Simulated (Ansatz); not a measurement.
# Worked example: C2H4Si + GeH(CH3)Br → C2H3Si + GeH2(CH3)Br

Species: C2H4Si (ethynylsilane) `C#C[SiH3]`, singlet; GeH(CH3)Br, doublet; C2H3Si `C#C[SiH2]`, doublet; GeH2(CH3)Br, singlet. A radical takes H: the energy is the difference in strength between the Si–H bond broken and the Ge–H bond made.

Shapes, held fixed at every level: PBE0-D4/def2-TZVP. Programs: Ansatz 0.2.0. The zero-point and thermal change to 298 K, harmonic and unscaled (PBE0-D4/def2-TZVP), is -1.8 kJ/mol.

At CCSD(T)/def2-TZVPP; 1 Eh = 2625.50 kJ/mol:

```
    species   energy (Eh)
     C2H4Si   -367.457166
 GeH(CH3)Br  -4688.758370
     C2H3Si   -366.806247
GeH2(CH3)Br  -4689.399232
```

Task: Work out ΔH(298 K) of the reaction at this level.

Result: 
1. Products less reactants: (-366.806247) + (-4689.399232) − [(-367.457166) + (-4688.758370)] = 0.010057 Eh = +26.4 kJ/mol.
2. With the thermal change: +26.4 + (-1.8) = +24.6 kJ/mol.

Other levels give +23.1 (CCSD(T)/def2-SVP) to +40.3 kJ/mol (MP2/def2-TZVPP). No measured value is set beside it here. Spin contamination: C2H3Si (⟨S²⟩ up to 0.85). Open shells run unrestricted. Relativity is left out for Br, Ge. Outer-core shells of Br, Ge are correlated, in sets that cover them unevenly.
